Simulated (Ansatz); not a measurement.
Reaction (cleavage of the Si–Si bond): `O[SiH](F)[SiH2][SiH3]` + `O[SiH]` → `[SiH]O[SiH3]` + `O[SiH](F)[SiH3]`

Computed with Ansatz on PBE0-D4/def2-TZVP structures; ΔE is electronic, products minus reactants. CCSD(T)/CBS is the MP2 limit (def2-TZVPP, def2-QZVPP) plus CCSD(T) − MP2 in def2-TZVPP, frozen cores. This one scheme is used for every species. Functionals use def2-TZVPP. B3LYP here is the variant with VWN-RPA as its local correlation; programs differ in this. One conformer a species, not always the lowest.

| level | ΔE (kJ/mol) | difference from CCSD(T)/CBS |
| --- | --- | --- |
| BLYP-D4 | -82.0 | 3.5 |
| r2SCAN-D4 | -75.4 | 10.1 |
| B3LYP-D4 | -87.6 | -2.1 |
| r2SCANh-D4 | -77.4 | 8.1 |
| r2SCAN0-D4 | -80.4 | 5.1 |
| ωB97M-V | -88.4 | -2.9 |
| BLYP | -83.1 | 2.4 |
| r2SCAN | -76.0 | 9.5 |
| PBE0 | -68.6 | 16.9 |
| BHLYP | -101.6 | -16.1 |
| CCSD/def2-SVP | -83.1 | 2.4 |
| MP2/def2-TZVPP | -92.4 | -6.9 |
| CCSD/def2-TZVPP | -91.2 | -5.7 |
| MP2/def2-QZVPP | -92.7 | -7.2 |
| HF/CBS(def2) | -120.7 | -35.2 |
| CCSD/CBS(def2) | -90.5 | -5.0 |
| CCSD(T)/CBS | -85.5 | 0 |

Largest T1 diagnostic among the species: 0.016.

From r2SCAN to r2SCAN0 (25 % exact exchange), in def2-TZVPP and without D4, ΔE moves by −5.1 kJ/mol. At CCSD(T), def2-SVP lies +6.0 kJ/mol from the extrapolated value and def2-TZVPP −0.8 kJ/mol.
